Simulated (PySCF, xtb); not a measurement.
Te(I)(NH2) (H₂INTe), SMILES I[Te]N. One conformer was computed; it need not be the lowest.

Harmonic wavenumbers (cm⁻¹) from GFN2-xTB run with xtb at its own minimum, in rising order: 133, 235, 319, 469, 673, 858, 1502, 3429, 3464.

Problem. What does r2SCAN-D4/def2-SVP in PySCF give at its own minimum? (Estimate from the structure and the level; the computed values follow.)

Solution. 129, 189, 417, 505, 701, 916, 1536, 3517, 3639. Paired by order, the mean absolute difference is 63 cm⁻¹ and the zero-point energies are 15.8 and 16.5 kcal/mol.
